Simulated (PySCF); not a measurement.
Ge(H)2(Cl)(vinyl) (C2H5ClGe), SMILES C=[CH][GeH2][Cl].

Geometry optimised at r2SCAN-D4/def2-SVP. This is a generated structure with no PubChem entry under its InChIKey; it may be hypothetical. Other conformers were not sampled.

Two levels are set side by side: PBE/def2-TZVP (PySCF) and HF/def2-TZVP (PySCF). Same geometry, gas phase. Differences are taken from unrounded values.

```json
[
 {"quantity": "orbital gap (eV)", "HF": "13.71"},
 {"quantity": "highest occupied level (eV)", "HF": "-10.61"},
 {"quantity": "lowest empty level (eV)", "HF": "3.10"},
 {"quantity": "dipole moment (D)", "HF": "2.41"},
 {"quantity": "mean polarisability (bohr³)", "HF": "61.9"}
]
```

What does PBE give, and how far is it from HF? (An estimate is asked for; the answer gives what the named calculation found.)


```csv
quantity,PBE,PBE minus HF
orbital gap (eV),5.39,-8.32
highest occupied level (eV),-7.04,3.57
lowest empty level (eV),-1.65,-4.75
dipole moment (D),2.17,-0.24
mean polarisability (bohr³),66.6,4.7
```

PBE's occupied levels lie high since its potential decays too fast outside the molecule; exact exchange lowers them and widens the gap. Loosely held outer electrons make PBE densities more polarisable. Differences between two approximate levels are no errors against the true value.

Rough cost on one machine, each run with all the roots and properties that it gave: HF against PBE about 1/3.
